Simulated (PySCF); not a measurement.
Compound: C4H7FSi.
SMILES: `F[C@H]1CC=C[SiH2]1`

The closed-shell ground state was solved at several levels (PySCF, density fitting, gas phase, non-relativistic). One conformer (not necessarily the lowest) at the PBE0-D3(BJ)/def2-SVP geometry, without solvent, vibrations or thermal averaging.

| level | basis functions | total energy (Eh) | HOMO (eV) | LUMO (eV) | gap (eV) | dipole (D) |
| --- | --- | --- | --- | --- | --- | --- |
| PBE0/pcSseg-2 | 321 | -545.6507 | -7.69 | -0.45 | 7.24 | 1.94 |
| PBE0/cc-pVTZ | 282 | -545.6368 | -7.64 | -0.35 | 7.29 | 1.84 |
| PBE0/cc-pVDZ | 123 | -545.5441 | -7.55 | -0.17 | 7.38 | 1.79 |
| PBE0/def2-SVP | 123 | -545.2537 | -7.64 | -0.26 | 7.38 | 1.83 |
| PBE0/aug-cc-pVDZ | 205 | -545.5650 | -7.65 | -0.43 | 7.22 | 1.92 |
| PBE0/6-31G* | 102 | -545.5085 | -7.44 | 0.01 | 7.45 | 1.82 |
| B3LYP/6-31G* | 102 | -545.9329 | -7.17 | -0.15 | 7.02 | 1.78 |
| PBE0/pcSseg-0 | 72 | -544.6086 | -7.77 | -0.23 | 7.54 | 2.03 |

(1) What might B3LYP/cc-pVTZ (282 basis functions) give for the same quantities?

(2) Over all these levels, which gives the widest orbital gap and which the narrowest?

(3) How much does the basis alone move the frontier levels among the 7 PBE0 rows?

(4) How far do the dipole and the HOMO energy spread over the levels?

Results:

(1) Total energy -546.0710 Eh, HOMO -7.42 eV, LUMO -0.55 eV, gap 6.87 eV, dipole 1.83 D.

(2) PBE0/pcSseg-0 (global hybrid, 25 % exact exchange) has the widest, 7.54 eV, and B3LYP/cc-pVTZ (global hybrid, 20 % exact exchange) the narrowest, 6.87 eV. Functional and basis both differ between the two, so the spread mixes both effects.

(3) The HOMO by 0.33 eV and the LUMO by 0.46 eV. By rising basis size (HOMO, LUMO in eV): pcSseg-0 -7.77, -0.23; 6-31G* -7.44, 0.01; cc-pVDZ -7.55, -0.17; def2-SVP -7.64, -0.26; aug-cc-pVDZ -7.65, -0.43; cc-pVTZ -7.64, -0.35; pcSseg-2 -7.69, -0.45.

(4) The dipole runs from 1.78 to 2.03 D (mean 1.86 D) and the HOMO from -7.77 to -7.17 eV.
